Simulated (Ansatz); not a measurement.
Program: Ansatz. Geometries: PBE0-D4/def2-TZVP. ΔE: electronic, gas phase. CBS: MP2 limit from def2 TZ/QZ plus the TZ coupled-cluster correction, frozen cores. This one scheme is used for every species. Functionals use def2-TZVPP. B3LYP here is the variant with VWN-RPA as its local correlation; programs differ in this. def2 core potentials past Kr. For Te outer-core shells are correlated without core-valence functions, which leaves a few kJ/mol of doubt a bond. One conformer a species, not always the lowest.

`CC[TeH]` + `CCC` → `CCC[TeH]` + `CC`  (formal exchange of groups at a Te–C bond)

`CC[TeH]`:

Z-matrix (Å, degrees):
```
C
C 1 1.514
H 1 1.094 2 110.3
H 1 1.093 2 111.6 3 119.5
H 1 1.093 2 111.6 3 -119.6
Te 2 2.158 1 109.9 3 -180.0
H 2 1.089 1 111.7 3 -61.2
H 2 1.089 1 111.7 3 61.3
H 6 1.658 2 94.0 1 -179.8
```

`CCC`:

Cartesian coordinates in Å:
```
C 0.378 1.140 0.456
C -0.028 -0.322 0.522
C -0.357 -0.902 -0.843
H -0.423 1.752 0.031
H 1.262 1.275 -0.174
H 0.611 1.540 1.446
H 0.778 -0.905 0.982
H -0.894 -0.432 1.184
H -0.647 -1.953 -0.777
H 0.503 -0.835 -1.516
H -1.183 -0.358 -1.312
```

`CCC[TeH]`:

Cartesian coordinates in Å:
```
C 0.845 -1.139 -0.921
C 0.122 -0.630 0.317
C -0.376 0.791 0.134
Te -1.394 1.458 1.914
H 1.200 -2.162 -0.777
H 1.711 -0.515 -1.156
H 0.185 -1.134 -1.792
H 0.795 -0.676 1.180
H -0.721 -1.290 0.547
H -1.085 0.858 -0.692
H 0.449 1.480 -0.048
H -1.730 2.958 1.294
```

`CC`:

```xyz
8

C     0.454    0.548    0.265
C    -0.454   -0.548   -0.265
H     0.188    0.828    1.287
H     1.500    0.230    0.273
H     0.391    1.450   -0.349
H    -0.188   -0.828   -1.287
H    -1.500   -0.230   -0.273
H    -0.391   -1.450    0.349
```

| level | ΔE (kcal/mol) |
| --- | --- |
| PBE0-D4 | -0.3 |
| ωB97X-V | -0.2 |
| B2PLYP | -0.3 |
| r2SCAN | -0.1 |
| B3LYP | 0.0 |
| CCSD(T)/def2-TZVPP | -0.5 |
| MP2/CBS(def2) | -0.6 |
| CCSD/CBS(def2) | -0.3 |

Task: What does CCSD(T)/CBS give? (An estimate is asked.)

Result: Computed: -0.4 kcal/mol. The listed levels differ from it by 0.1, 0.2, 0.1, 0.3, 0.4, -0.1, -0.2, 0.1 kcal/mol.

Largest T1 diagnostic among the species: 0.010.
